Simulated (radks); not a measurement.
The numbers below are computed, except where a source is named.
Problem. Numerical settings for the vanadium ion V20+, [He] 2s1. Code: a radial shooting solver on a logarithmic mesh with Libxc functionals. Model: scalar-relativistic Kohn-Sham, BLYP, spin-polarised, spherical densities, point nucleus; open shells are filled with parallel spins first. The defaults (mesh step 0.008 in ln r, mesh end at 40 bohr or more with all orbitals vanishing there, Anderson mixing 0.5 over 9 steps, residual threshold near 1e-9 with the energy settled to 1e-9 hartree or 1e-11 of itself, here a cap of 98 iterations) give E = -576.1086 hartree and 2s at -1538.0 eV in 13 iterations. Run on one thread of a shared host, so times are rough (Intel(R) Xeon(R) 6975P-C): 0.04 s of CPU time, 0.04 s wall, 13 iterations on 2476 mesh points. One setting is changed at a time: mesh step in ln r 0.05; mesh step in ln r 0.12; mesh step in ln r 0.08; mesh end (bohr) 400; mesh end (bohr) 1; residual threshold 1e-16; residual threshold 0.001; mixing 1; linear mixing, mixing 0.05; linear mixing, mixing 0.5; mixing history 2; iteration cap 3. Which runs fail to converge, and which converge to a wrong energy?

Solution. Not converged within the cap: mesh step in ln r 0.12; mesh step in ln r 0.08; residual threshold 1e-16; linear mixing, mixing 0.05; iteration cap 3. Settings that end as converged yet miss the energy by more than 1 mhartree: mesh end (bohr) 1 (+0.00159 hartree).
